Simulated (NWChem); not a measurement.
# C$_{2}$H$_{3}$F$_{3}$Si; SMILES C=C(F)[SiH](F)F

```xyz
9

C     -1.2308    -1.5619     0.5617
C     -0.0859    -1.0802     0.0813
F      0.9613    -1.8907    -0.1465
Si     0.2090     0.7127    -0.3447
F     -1.1870     1.4779    -0.0825
F      1.3068     1.3497     0.6486
H     -1.3498    -2.6249     0.7901
H     -2.0685    -0.8842     0.7342
H      0.6595     0.9477    -1.7315
```
Atoms are numbered in this order, from 1.

Level: PBE0/def2-SVP (NWChem), optimised geometry, unscaled harmonic frequencies. 

```csv
frequency (cm⁻¹),IR intensity (km/mol)
59,1.9
136,1.7
194,9.6
282,7.6
354,13.6
383,13.9
496,53.1
662,22.9
771,2.7
808,62.3
847,31.8
896,233.9
927,45.5
953,17.2
982,224.5
1271,96.2
1371,10.3
1722,34.1
2331,109.3
3181,2.1
3296,1.2
```

- zero-point energy: 31.3 kcal/mol
- thermal correction to the enthalpy at 298.15 K (with zero-point energy): 36.2 kcal/mol
- heat capacity Cv: 22.7 cal/(mol K)
- entropy at 298.15 K and 1 atm (symmetry number 1): 82.9 cal/(mol K)
- dipole moment: 1.48 D

Rigid rotor and harmonic oscillator; modes under 100 cm⁻¹ make the entropy uncertain.
